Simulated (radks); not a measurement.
The numbers below are computed, except where a source is named.
Q: All-electron atom: Hf III in [Xe] 4f14 5d2. Code: a radial shooting solver on a logarithmic mesh with Libxc functionals. Model: scalar-relativistic Kohn-Sham, BLYP, spin-unpolarised, spherical densities, finite nucleus; Fermi nuclear charge, rms radius 5.347 fm. Some entries of the table are withheld. Estimate them.

orbital,occ.,eigenvalue (eV),<r> (bohr)
1s,2,-65287.45,0.01899
2s,2,-11178.60,0.08038
2p,6,-9819.950,0.07172
3s,2,-2558.453,0.2087
3p,6,-2152.411,(1)
3d,10,-1671.105,0.1890
4s,2,-527.1697,0.4683
4p,6,-393.9163,0.4976
4d,10,(2),0.5352
5s,2,-81.9584,1.135
5p,6,-50.5070,1.339
4f,14,-31.7764,(3)
6s,0,-17.6812,3.001
5d,2,-16.7221,2.131
6p,0,-12.1722,3.745

A: 
(1) 3p <r> (bohr): 0.2085
(2) 4d eigenvalue (eV): -221.5676
(3) 4f <r> (bohr): 0.6766
